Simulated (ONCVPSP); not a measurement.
**Building the ONCV potential for Ir (PBE, scalar-relativistic).**

```json
{"Element": "iridium", "Generator": "ONCVPSP 4.0.1", "Type": "optimised norm-conserving Vanderbilt (ONCV)", "Functional": "PBE", "Relativity": "scalar-relativistic", "Frozen core": "[Kr] 4d10 4f14", "Valence charge": "17", "Reference configuration": "5s2 5p6 5d7 6s1 6p1", "Partial waves": "5s+6s: rc 1.45 bohr, ncon 5, nbas 8, qcut 7.5 1/bohr, 2 projectors; 5p+6p: rc 2.15 bohr, ncon 3, nbas 6, qcut 8 1/bohr, 2 projectors; 5d: rc 2.40 bohr, ncon 5, nbas 9, qcut 7.5 1/bohr, 2 projectors, debl 2.7 Ha", "Local potential": "polynomial inside 1.00 bohr (lpopt 5, dvloc0 3 Ha)", "Core correction": "Teter function fitted to the true core (icmod 2), fcfact 0.5"}
```

All-electron outer shells of the reference configuration (PBE, scalar-relativistic, ld1.x):

| shell | level (eV) | outermost node (bohr) | outermost maximum (bohr) |
| --- | --- | --- | --- |
| 4d | -292.88 | 0.21 | 0.42 |
| 5s | -99.90 | 0.50 | 0.89 |
| 4f | -64.09 | – | 0.39 |
| 5p | -56.62 | 0.54 | 1.01 |
| 5d | -8.93 | 0.59 | 1.29 |
| 6s | -7.63 | 1.17 | 2.35 |
| 6p | -2.11 | 1.39 | 3.34 |

Problem. Does the generator finish with these settings?

Solution. Yes, a potential is produced and its reference levels are reproduced.

Problem. Estimate the cutoffs (Ha) at which the residual kinetic energy of the hardest occupied pseudo-wave falls to 1 and 0.1 mHa per electron.

Solution. 30 Ha and 74 Ha.

Problem. What does a ghost test show?

Solution. No bound ghost flagged; GHOST(+) flagged for s at 133.3 eV.

Problem. Which valence shell sets the plane-wave cutoff?

Solution. 5s: 30 Ha for 1 mHa per electron, against 26 Ha for 6s.

Problem. Tests: 5s2 5p6 5d7 6s2 6p0; 5s2 5p6 5d7 6s1 6p0; 5s2 5p6 5d7 6s0 6p0; 5s2 5p6 5d7 6s1.5 6p0. Which has the largest error in its energy relative to the reference configuration, and how large is it?

Solution. 5s2 5p6 5d7 6s0 6p0, with -6.9 meV (all-electron minus pseudo) on +22.03 eV.
